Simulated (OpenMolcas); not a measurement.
Mo5+ with 4 ligands (fluoride) in tetrahedral coordination (Td) at 1.77 Å. Ligand basis ANO-RCC-VDZP.
```
Mo    0.0000    0.0000    0.0000
F     1.0219    1.0219    1.0219
F     1.0219   -1.0219   -1.0219
F    -1.0219    1.0219   -1.0219
F    -1.0219   -1.0219    1.0219
```

```yaml
Program: OpenMolcas
Method: "SS-CASPT2, IPEA 0.25 Eh, imaginary shift 0.1 Eh (closed shells correlated: 4s 4p and the ligand valence shells)"
Basis: ANO-RCC-VDZP [6s5p3d1f]
Scalar_Hamiltonian: DKH2, point nucleus
Active_space: 1 electron in 5 orbitals (4d)
State_averaging: 2S+1 = 2 even, 5 roots
Spin-orbit_coupling: RASSI with atomic mean-field integrals over the reference wave functions
```

What is the spin-free ground state (labels of Td)?

2E, 2-fold in its orbital part; it has the highest spin that d1 allows.

Where is the first state of the same spin?

2T2 at 17700 cm-1 above the ground state.

What are the lowest two levels with spin-orbit coupling?

A 4-fold level Γ8, then a 4-fold level Γ8 17670 cm-1 above it. Their leading multiplicities are 2 (100 %) and 2 (100 %).

What is χT at 300 K, and how does it compare with the textbook value?

The lowest level has 2S+1 = 2, for which the spin-only value is χT = S(S+1) / 2 = 0.375 cm3 K/mol (g = 2). The computed 0.343 at 300 K differs by -0.032, through orbital momentum, spin-orbit coupling and any other state in reach.

Which ligand-field parameters describe the states?

The gap between the two states is 10Dq = -17699 cm-1 (negative for this site). 

Roots that are degenerate in the reference are averaged as groups; the widest CASPT2 spread within a group is 75 cm-1 (the 3-fold group of multiplicity 2 near 17700 cm-1 above the lowest state of its run). Shifts and gaps below about the spread of the groups concerned are not significant. Over all roots computed the reference weight is 0.74; a low but even weight reflects the number of correlated electrons. An orbital doublet at a regular site is open to a Jahn-Teller distortion, which this geometry leaves out. The least metal-like active orbital is 69 % on the metal (Löwdin) and no ligand orbital is active, so the numbers are rough. Ligand-to-metal charge-transfer states are missing. With one d shell and no ligand orbital active, 10Dq can be off by a tenth or more. No measured value stands beside these numbers; the geometry was imposed, not optimised, and the real ion may take another.
